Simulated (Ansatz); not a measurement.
Consider the ligand exchange at a Ga–N bond: `[NH2][GaH][OH]` + HCl → `[OH][GaH][Cl]` + NH₃.

Computed with Ansatz on PBE0-D4/def2-TZVP structures; ΔE is electronic, products minus reactants. CCSD(T)/CBS adds triple-zeta CCSD(T) − MP2 to the extrapolated MP2 energy (def2 sets, frozen cores). This one scheme is used for every species. DFT in def2-TZVPP. For Ga outer-core shells are correlated without core-valence functions, which leaves a few kJ/mol of doubt a bond. Scalar relativity is left out up to krypton. Each species was taken in one conformer, which may not be the lowest.

CCSD(T)/CBS gives -19.6 kcal/mol.

Question: Another level gave -20.8 kcal/mol. Which?
A. RPA@PBE/def2-TZVPP
B. B2PLYP/def2-TZVPP
C. HF/def2-TZVPP
D. BHLYP-D4/def2-TZVPP

Answer: B. B2PLYP -20.8, BHLYP-D4 -22.1, RPA@PBE/def2-TZVPP -19.0, HF/def2-TZVPP -23.6 kcal/mol.

Largest T1 diagnostic among the species: 0.014.

At CCSD(T), def2-SVP lies −0.8 kcal/mol from the extrapolated value and def2-TZVPP −0.2 kcal/mol. In def2-TZVPP, CCSD(T) changes the Hartree–Fock value by +3.8 kcal/mol (the triples alone add +0.1 kcal/mol) and MP2 by +3.6 kcal/mol. Leaving LDA and LC-ωPBE aside and taking each functional with its dispersion term where it has one, the values, not all of them listed here, spread over 2.7 kcal/mol, from B97M-V to CAM-B3LYP-D4. LDA lies +2.4 kcal/mol from PBE without D4.
